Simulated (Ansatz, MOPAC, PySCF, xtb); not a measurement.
Pair of molecules: HCl (SMILES Cl) (first 2 atoms) with CHN (SMILES C#N); geometry from B3LYP-D3(BJ)/def2-TZVP.
(charge 0, multiplicity 1):
```xyz
5

Cl    -0.34072    -1.53255    -0.63115
H     -0.27153    -0.80216     0.43500
C     -0.10279     0.99552     3.05019
N     -0.16311     0.34697     2.10989
H     -0.04639     1.60010     3.92789
```

Interaction energies are E(AB) − E(A) − E(B) at the monomers' geometry in the complex; basis-set methods are counterpoise corrected. Rows marked so take none.

Rows in 3-21G carry no dispersion term and start afresh at each structure. The state that AM1 reach isn't checked.

Codes used: Ansatz (Gaussian basis) for Hartree–Fock, density functionals and correlated methods; MOPAC for AM1 (differences of heats of formation); PySCF for 3-21G rows; xtb for the GFN methods. Each number belongs to the level named beside it.

### Question
One of these levels gives -8.75 kcal/mol for the interaction energy. Which one is it?
A. PBE/def2-TZVPPD
B. GFN2-xTB
C. B3LYP/3-21G (no counterpoise)
D. AM1

### Answer
C, B3LYP/3-21G (no counterpoise). The others give -0.11 (AM1), -5.13 (GFN2-xTB), -4.75 (PBE/def2-TZVPPD)

Ansatz is a quantum-chemistry and plane-wave program.
